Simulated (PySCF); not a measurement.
**InO⁺: one state, many levels of theory**

State: ³Σ⁻ (triplet), unpaired electrons π ↑↑. Set-up: basis In def2-SVP with ECP28, O def2-SVP; scalar-relativistic core potentials; PySCF 2.14. De refers to In⁺ + O in their high-spin ground configurations, without counterpoise correction. The functionals are run spin-unrestricted. A positive dipole points towards O; it is taken about the centre of mass and depends on that origin.

| Level | Re (Å) | ωe (cm⁻¹) | De (eV) | μ (D) | CPU s a point (SCF and correlation, without the integrals) |
| --- | --- | --- | --- | --- | --- |
| UHF | 3.214 | 88.9 | 0.153 | -1.14 | 0.066 |
| UHF-MP2 | 3.037 | 110 | 0.217 | n/a | 0.1 |
| UHF-SCS-MP2 | 3.057 | 108 | 0.212 | n/a | n/a |
| UHF-CCSD | 3.037 | 111 | 0.222 | n/a | n/a |
| UHF-CCSD(T) | 3.011 | 115 | 0.233 | n/a | 2.1 |
| LDA | 2.714 | 191 | 0.56 | 0.23 | 0.18 |
| PBE | 2.861 | 154 | 0.407 | -0.10 | 0.33 |
| r²SCAN | 2.846 | 153 | 0.356 | -0.13 | 0.43 |
| PBE0 | 2.893 | 142 | 0.319 | -0.38 | 0.55 |
| MN15 | 2.876 | 148 | 0.339 | -0.35 | 0.43 |
| BHandHLYP | 2.957 | 126 | 0.259 | -0.63 | 0.27 |
| LC-ωPBE | 2.903 | 137 | 0.290 | -0.46 | 0.49 |

The bond length runs from 2.714 Å (LDA) to 3.214 Å (UHF). De spans 0.15 eV (UHF, mean field) to 0.56 eV (LDA, local density). Correlation at CCSD(T) changes the Hartree–Fock bond energy by +0.08 eV; the triples alone change it by +0.01 eV.

Correlated steps freeze 5 core orbitals. The bond is weak. Basis-set superposition, not corrected here, can be much of De in a small basis, most of all at correlated wavefunction levels. These are scalar-relativistic numbers at best; spin–orbit coupling would shift them, the dissociation energy most. For an ion De counts to the pair picked by the measured ionisation energies or electron affinities, which need not be the lowest pair at this level. The state was picked by a PBE0 search and need not be the measured ground state.

The whole job (state search and all levels along the bond) took about 1.2 min on 1 thread of Intel Xeon Platinum 8488C (shared host), peak memory 0.49 GiB.
